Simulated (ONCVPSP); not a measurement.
# What one change does to a pseudopotential (Ge (Z = 32), ONCV)

```json
{"Element": "germanium (Ge)", "Generator": "ONCVPSP 4.0.1", "Type": "optimised norm-conserving Vanderbilt (ONCV)", "Functional": "PBEsol", "Relativity": "scalar-relativistic", "Frozen core": "[Ar]", "Valence charge": "14", "Reference configuration": "3d10 4s2 4p2", "Partial waves": "4s: rc 1.80 bohr, ncon 4, nbas 8, qcut 3.9 1/bohr, 3 projectors, debl 3.2 Ha; 4p: rc 2.15 bohr, ncon 5, nbas 8, qcut 4.2 1/bohr, 2 projectors, debl 0.7 Ha; 3d: rc 0.90 bohr, ncon 4, nbas 9, qcut 14.4 1/bohr, local", "Local potential": "the d channel", "Core correction": "Teter function, fcfact 5.5, rcfact 1.1"}
```

Change: d: ncon 5, nbas 10.

Cutoffs: the cutoffs (Ha) at which the residual kinetic energy of the hardest occupied pseudo-wave falls to 1 and 0.1 mHa per electron; they do not see the model core or the augmentation charge, which bear on the density cutoff. Errors are all-electron minus pseudo energies relative to the spin-unpolarised reference configuration.

Task: How do hardness, ghosts and transferability respond?

Result: The potential gets harder (100 Ha and 321 Ha → 144 Ha and 439 Ha); both files keep a bound ghost (p, s); the errors of the 4 common tests hardly move.

```tsv
quantity	base	changed
cutoff, loose	100 Ha	144 Ha
cutoff, tight	321 Ha	439 Ha
loose cutoff by channel	s 8.2 Ha, p 6.6 Ha, d 100 Ha	s 8.2 Ha, p 6.6 Ha, d 144 Ha
bound ghosts	s, p	s, p
GHOST(+) flags under 300 eV	none	none
error for 3d10 4s2 4p1, meV [ΔE 7.45 eV]	-1.9	-1.9
error for 3d10 4s2 4p0, meV [ΔE 22.90 eV]	-8.7	-8.8
error for 3d10 4s1 4p0, meV [ΔE 57.69 eV]	-12	-13
error for 3d10 4s1 4p2, meV [ΔE 16.18 eV]	-2.9	-3.1
s: phases at 1.83 bohr within 0.05 rad from the reference energy up to (Ha; the scan ends near 5)	to the end of the scan	to the end of the scan
p: phases at 2.18 bohr within 0.05 rad from the reference energy up to (Ha; the scan ends near 5)	3.0	3.0
d: phases at 0.91 bohr within 0.05 rad from the reference energy up to (Ha; the scan ends near 5)	2.4	2.9
rms error of d²Exc/dni dnj with the model core, mHa	5.50	3.17
```

 A true bound ghost makes a file unfit for plane-wave use even where its test errors are small: the radial tests pick states by their node count and pass the ghost by.
